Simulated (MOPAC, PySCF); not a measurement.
Molecule: CsCl, net charge 0, singlet state. SMILES: [Cs][Cl]
Coordinates optimised at B3LYP-D3(BJ)/def2-TZVP (Ansatz):
```xyz
2

Cs     0.0000     0.0000    -0.6988
Cl     0.0000     0.0000     2.2608
```

Unscaled harmonic wavenumbers (cm⁻¹) in rising order, each level at the stationary point that it reaches from this structure (no distance between atoms moves by over 0.3 Å); the order of modes can differ between levels, and a negative number is imaginary. B3LYP-D3(BJ)/def2-TZVP (PySCF, at the structure above): 207.

AM1 (MOPAC): 71. Zero-point energy 0.1 against 0.3 kcal/mol.

PM3 (MOPAC): 88. Zero-point energy 0.1 against 0.3 kcal/mol.

PM6 (MOPAC): 239. Zero-point energy 0.3 against 0.3 kcal/mol.
